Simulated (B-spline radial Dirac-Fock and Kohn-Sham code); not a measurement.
## Scattering functions of Er

System: the free erbium atom in the configuration [Xe] 4f12 6s1 6p1 (not the ground configuration).

The run's input, task.json:

```json
{"items": [{
  "Z": 68,
  "q": 0,
  "cfg": [[1, 0, 2], [2, 0, 2], [2, 1, 6], [3, 0, 2], [3, 1, 6], [3, 2, 10], [4, 0, 2], [4, 1, 6], [4, 2, 10], [4, 3, 12], [5, 0, 2], [5, 1, 6], [6, 0, 1], [6, 1, 1]],
  "A": 166,
  "rrms": 5.2516,
  "do": ["scatter"],
  "s": [0.0, 0.07, 0.09, 0.11, 0.14, 0.17, 0.22, 0.27, 0.34, 0.42, 0.53, 0.66, 0.83, 1.04, 1.3, 1.62, 2.03, 2.54, 3.17, 3.97, 4.96, 6.21, 7.76],
  "pz": [0, 0.1, 0.2, 0.3, 0.4, 0.5, 0.6, 0.8, 1.0, 1.2, 1.4, 1.6, 1.8, 2.0, 2.5, 3.0, 4.0, 5.0, 7.0, 10.0, 15.0, 20.0, 30.0, 40.0, 60.0, 100.0],
  "hv_scatter": [1000, 2000, 5000, 8047.8, 20000, 100000, 200000, 1000000]
}]}
```

Command: `python xray_run.py task.json out`

Model: configuration-average Dirac-Fock orbitals. Program: a B-spline atomic structure program. f₀ is the Fourier transform of the spherical electron density, S the Waller-Hartree incoherent function, and s = sin θ/λ.

| s (Å⁻¹) | f₀ | S |
| --- | --- | --- |
| 0 | 68.000 | 0.000 |
| 0.07 | 65.411 | 3.004 |
| 0.09 | 64.250 | 4.054 |
| 0.11 | 63.061 | 5.098 |
| 0.14 | 61.217 | 6.685 |
| 0.17 | 59.281 | 8.284 |
| 0.22 | 55.873 | 10.868 |
| 0.27 | 52.386 | 13.273 |
| 0.34 | 47.706 | 16.375 |
| 0.42 | 42.933 | 19.580 |
| 0.53 | 37.416 | 23.372 |
| 0.66 | 32.111 | 27.169 |
| 0.83 | 26.637 | 31.478 |
| 1.04 | 21.774 | 36.081 |
| 1.3 | 17.996 | 40.969 |
| 1.62 | 15.182 | 45.777 |
| 2.03 | 12.427 | 50.104 |
| 2.54 | 9.411 | 53.722 |
| 3.17 | 6.814 | 56.857 |
| 3.97 | 5.211 | 59.664 |
| 4.96 | 4.246 | 62.034 |
| 6.21 | 3.250 | 63.962 |
| 7.76 | 2.264 | 65.339 |

f₀ starts at the number of electrons, 68, and has fallen to half at s ≈ 0.61 Å⁻¹. The sum of ⟨r²⟩ over the electrons is 96.23 bohr². It fixes the forward electron scattering factor, f_e(0) = (a₀/3)Σ⟨r²⟩ = 16.974 Å.

Values without a named source are computed, but for edge energies of neutral atoms, which are taken from tables.
